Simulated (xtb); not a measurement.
ZnH₂, SMILES [ZnH2]. All values are semi-empirical tight-binding results from xtb (GFN2-xTB unless named), good for trends rather than for accurate numbers. Coordinates come from a GFN2-xTB optimisation. The isomer is the one that the SMILES or the coordinates give; other isomers of the formula were not compared.

Optimised geometry:

```xyz
3

Zn     0.0000     0.0000     0.0000
H      0.0000     0.0000    -1.4992
H      0.0000     0.0000     1.4992
```
Charge 0, spin multiplicity 1.

For metal compounds this method's bond lengths and energies can be far off.

```
Item                                           Value
-------------------------------------  -------------
point group as xtb finds it                      D∞h
orbital gap                                  7.58 eV
zero-point energy                       6.0 kcal/mol
G − E(el) at 298.15 K (modified RRHO)  -6.1 kcal/mol
```

Task: Give the atomic charges. (The exact figures need the calculation; the answer reports its results.)

Result: charges (e) Zn1 0.23, H2 -0.11, H3 -0.11.
